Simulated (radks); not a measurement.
The numbers below are computed, except where a source is named.
Tc4+, 39 electrons, occupied as [Kr] 4d3.

Level of theory: Dirac Kohn-Sham, PBE, spin-unpolarised, spherical densities, point nucleus; open shells fill j = l - 1/2 first (a radial shooting solver on a logarithmic mesh with Libxc functionals).

Energy parts (eV):
| part | energy |
|---|---|
| total | -116542.333 |
| kinetic | 121068.762 |
| electron-nucleus | -279804.417 |
| Hartree | 45651.184 |
| exchange-correlation | -3457.861 |

Orbitals (lengths in bohr, moments of r in powers of bohr; r(90%) holds 90 % of the orbital's charge):
| orbital | occ. | eigenvalue (eV) | <r^2> | <r^4> | r(90%) | <r> | small-component weight |
|---|---|---|---|---|---|---|---|
| 1s1/2 | 2 | -20905.70 | 0.001586 | 6.519e-06 | 0.0614 | 0.03428 | 2.46e-02 |
| 2s1/2 | 2 | -3022.906 | 0.02632 | 0.001195 | 0.231 | 0.1492 | 5.07e-03 |
| 2p1/2 | 2 | -2791.108 | 0.01983 | 0.0007910 | 0.208 | 0.1271 | 5.08e-03 |
| 2p3/2 | 4 | -2672.858 | 0.02119 | 0.0008905 | 0.214 | 0.1318 | 4.91e-03 |
| 3s1/2 | 2 | -565.5582 | 0.1974 | 0.06025 | 0.613 | 0.4150 | 1.37e-03 |
| 3p1/2 | 2 | -476.5056 | 0.1947 | 0.06177 | 0.618 | 0.4089 | 1.32e-03 |
| 3p3/2 | 4 | -456.7155 | 0.2047 | 0.06811 | 0.633 | 0.4195 | 1.27e-03 |
| 3d3/2 | 4 | -299.2771 | 0.1889 | 0.06862 | 0.633 | 0.3967 | 1.16e-03 |
| 3d5/2 | 6 | -295.4706 | 0.1921 | 0.07081 | 0.638 | 0.4002 | 1.14e-03 |
| 4s1/2 | 2 | -119.0214 | 1.231 | 2.251 | 1.51 | 1.044 | 3.28e-04 |
| 4p1/2 | 2 | -92.5369 | 1.439 | 3.180 | 1.65 | 1.124 | 2.84e-04 |
| 4p3/2 | 4 | -89.4351 | 1.507 | 3.484 | 1.69 | 1.150 | 2.73e-04 |
| 4d3/2 | 3 | -49.2696 | 2.397 | 9.660 | 2.19 | 1.435 | 1.78e-04 |
| 4d5/2 | 0 | -48.8823 | 2.431 | 9.924 | 2.20 | 1.445 | 1.76e-04 |

The highest occupied level is 4d3/2 at -49.270 eV. Summed over all electrons, <r^2> = 22.25 bohr^2, which gives a Langevin (diamagnetic) susceptibility term of -17.6 x 10^-6 cm^3/mol. For comparison, the ionisation energy in NIST's Atomic Spectra Database is 57 eV (theoretical). In exact Kohn-Sham theory the highest level is minus the ionisation energy, but local and semilocal functionals leave it too shallow, through self-interaction and a potential that decays too fast; potentials with the right tail come closer.

Beside tabulated values, note that spin-unpolarised runs miss the spin-polarisation part of the exchange energy of open shells.
